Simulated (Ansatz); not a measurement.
`C[B](F)[SnH3]` and `CB(F)[SiH2]O` differ in one atom or group.

Ansatz, PBE0-D4/def2-TZVP geometries, multiplicity 1. Each molecule was computed in one conformer, which needn't be the lowest.

Elements past krypton have def2 core potentials.

| property | `C[B](F)[SnH3]` |
| --- | --- |
| HOMO energy (PBE/def2-TZVPP) / eV | -6.40 |
| HOMO–LUMO gap (PBE/def2-TZVPP) / eV | 4.20 |
| LUMO energy (PBE/def2-TZVPP) / eV | -2.20 |
| HOMO–LUMO gap (B3LYP/def2-TZVPP) / eV | 5.95 |
| size of the dipole moment (ωB97M-V/def2-TZVPP) / D | 1.57 |
| HOMO energy (PBE0/def2-TZVPP) / eV | -7.59 |

(1) What does the change do to each property? (Estimate.)

## Answers

(1) The calculation gave: 
```csv
property,`CB(F)[SiH2]O`,shift
HOMO energy (PBE/def2-TZVPP) / eV,-6.19,0.21
HOMO–LUMO gap (PBE/def2-TZVPP) / eV,4.04,-0.16
LUMO energy (PBE/def2-TZVPP) / eV,-2.15,0.05
HOMO–LUMO gap (B3LYP/def2-TZVPP) / eV,5.97,0.02
size of the dipole moment (ωB97M-V/def2-TZVPP) / D,2.14,0.57
HOMO energy (PBE0/def2-TZVPP) / eV,-7.54,0.05
```

Dipoles are sizes alone; their direction can turn.

B3LYP here is the variant with VWN-RPA as its local correlation; programs differ in this.
